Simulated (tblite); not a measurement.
Compound: C₅H₆F₂OSi.
SMILES with atom numbers: `[F:1][CH:2]([F:3])[O:4][C:5]1=[CH:6][CH:7]=[CH:8][SiH2:9]1` (hydrogens: H10 on C2; H11 on C6; H12 on C7; H13 on C8; H14, H15 on Si9)

Computed with GFN2-xTB (tblite), gas phase: Langevin dynamics at 300 K from the optimised GFN2-xTB geometry, time step 0.5 fs, friction 0.01 fs⁻¹, 2000 steps. The instantaneous temperature is 2·E(kin)/(3Nk) with all 3N coordinates.

```
t (fs)  T (K)  E(pot) above start (eV)  F1–C2 (Å)  C2–F3 (Å)  C2–O4 (Å)  O4–C5 (Å)  C5=C6 (Å)  C2–H10 (Å)  F1–C2–O4–C5 (°)
     0    239                    0.000      1.341      1.359      1.348      1.380      1.339       1.107             -167
    25    156                    0.245      1.332      1.324      1.341      1.390      1.326       1.103             -156
    50    208                    0.341      1.321      1.401      1.340      1.402      1.352       1.123             -153
    75    239                    0.283      1.328      1.383      1.341      1.418      1.367       1.143             -161
   100    213                    0.311      1.356      1.339      1.357      1.425      1.337       1.133             -167
   125    204                    0.366      1.376      1.349      1.329      1.385      1.300       1.088             -162
   150    214                    0.410      1.320      1.385      1.314      1.372      1.334       1.053             -167
   175    224                    0.546      1.344      1.440      1.359      1.341      1.332       1.042             -172
   200    217                    0.581      1.348      1.298      1.344      1.352      1.369       1.073             -164
   225    244                    0.444      1.377      1.352      1.383      1.381      1.348       1.126             -163
   250    189                    0.518      1.345      1.414      1.354      1.384      1.320       1.130             -154
   275    226                    0.529      1.370      1.367      1.354      1.399      1.333       1.121             -154
   300    298                    0.473      1.338      1.306      1.375      1.423      1.350       1.110             -146
   325    366                    0.386      1.328      1.382      1.343      1.379      1.349       1.106             -144
   350    332                    0.410      1.375      1.401      1.279      1.336      1.361       1.082             -160
   375    259                    0.479      1.377      1.355      1.321      1.367      1.347       1.118             -163
   400    281                    0.515      1.379      1.329      1.372      1.424      1.314       1.177             -151
   425    299                    0.522      1.308      1.369      1.380      1.364      1.352       1.152             -150
   450    397                    0.420      1.325      1.407      1.383      1.340      1.368       1.120             -157
   475    311                    0.612      1.363      1.325      1.363      1.342      1.380       1.119             -153
   500    406                    0.500      1.379      1.359      1.348      1.358      1.324       1.095             -156
   525    342                    0.575      1.351      1.387      1.336      1.390      1.287       1.104             -172
   550    407                    0.430      1.340      1.362      1.360      1.430      1.341       1.089             -176
   575    216                    0.616      1.318      1.326      1.364      1.386      1.375       1.094              169
   600    365                    0.365      1.356      1.361      1.344      1.399      1.352       1.147              174
   625    402                    0.383      1.368      1.385      1.323      1.390      1.342       1.158             -177
   650    362                    0.608      1.376      1.342      1.357      1.365      1.319       1.131             -173
   675    346                    0.591      1.322      1.381      1.342      1.393      1.340       1.104             -170
   700    341                    0.570      1.348      1.366      1.310      1.354      1.335       1.093             -168
   725    308                    0.446      1.325      1.370      1.356      1.349      1.317       1.082             -171
   750    386                    0.530      1.353      1.409      1.355      1.400      1.346       1.106             -171
   775    328                    0.662      1.355      1.343      1.370      1.406      1.350       1.116             -174
   800    314                    0.464      1.319      1.381      1.359      1.366      1.346       1.107             -171
   825    290                    0.465      1.316      1.396      1.299      1.387      1.353       1.110             -161
   850    256                    0.480      1.382      1.352      1.292      1.370      1.351       1.125             -156
   875    280                    0.432      1.341      1.348      1.366      1.395      1.357       1.110             -169
   900    306                    0.577      1.308      1.376      1.394      1.364      1.333       1.109             -163
   925    329                    0.507      1.282      1.400      1.382      1.411      1.368       1.109             -171
   950    328                    0.428      1.349      1.376      1.343      1.361      1.349       1.110             -163
   975    257                    0.502      1.394      1.331      1.326      1.371      1.345       1.106             -154
  1000    224                    0.554      1.355      1.371      1.303      1.387      1.342       1.114             -148
```

Question: From 500 fs on, how do temperature and potential energy compare with equipartition?

Answer: The mean temperature of these 21 frames is 324 K against the target 300 K, and the mean potential energy 0.51 eV against 39 × kT/2 = 0.50 eV for 39 classical harmonic modes. For 15 atoms in a canonical ensemble the temperature itself scatters by T·√(2/(3N)) = 63 K; here its standard deviation is 55 K. The whole run lasts only 10 friction times of 100 fs, so these averages carry a wide statistical error.

Question: What are the kinetic and total energies of the listed frame with the highest potential energy?

Answer: The one at 775 fs, 0.662 eV above the start. Its kinetic energy is 3NkT/2 = 0.635 eV at 328 K, so the sum is 1.30 eV; over the listed frames the sum runs from 0.46 to 1.31 eV, since the thermostat adds and removes energy.

Question: How much do the listed bonds fluctuate from 500 fs on?

Answer: 
```json
{"bond": "F1–C2", "at the start (Å)": "1.341", "mean (Å)": "1.345", "standard deviation (Å)": "0.027"}
{"bond": "C2–F3", "at the start (Å)": "1.359", "mean (Å)": "1.368", "standard deviation (Å)": "0.022"}
{"bond": "C2–O4", "at the start (Å)": "1.348", "mean (Å)": "1.344", "standard deviation (Å)": "0.027"}
{"bond": "O4–C5", "at the start (Å)": "1.380", "mean (Å)": "1.382", "standard deviation (Å)": "0.020"}
{"bond": "C5=C6", "at the start (Å)": "1.339", "mean (Å)": "1.342", "standard deviation (Å)": "0.018"}
{"bond": "C2–H10", "at the start (Å)": "1.107", "mean (Å)": "1.110", "standard deviation (Å)": "0.018"}
```

The motion is classical and holds no zero-point motion.

What follows is the cost of the whole dynamics run. Hardware: an Arm Neoverse V1 with one thread, no GPU, on a shared host. Cost: 15 s wall, 0.18 GiB resident at most.
